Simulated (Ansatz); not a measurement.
In(Br)2(NH2) (Br2H2InN), SMILES [NH2][In]([Br])[Br].

Coordinates come from a PBE0-D3(BJ)/def2-SVP optimisation. The structure was generated by enumeration; whether it is a known compound was not checked. The def2 effective core potentials stand for the cores of In; spin–orbit coupling is left out. The values are those of a single conformer.

Two levels are set side by side: PBE/def2-SVPD (Ansatz, a program for electronic structure) and PBE0/def2-SVPD (Ansatz). Energy differences of separate SCF runs at the same geometry; the states with an electron removed or added have multiplicity 2 and 2. Differences are taken from unrounded values.

```
quantity                           PBE0
---------------------------------  ----
vertical ionisation energy (eV)    9.87
vertical electron affinity (eV)    0.87
vertical singlet–triplet gap (eV)  3.97
```

Question: What does PBE give, and how far is it from PBE0? (An estimate is asked for; the answer gives what the named calculation found.)

Answer: 
```
quantity                            PBE  PBE minus PBE0
---------------------------------  ----  --------------
vertical ionisation energy (eV)    9.48           -0.39
vertical electron affinity (eV)    0.97            0.10
vertical singlet–triplet gap (eV)  3.57           -0.40
```
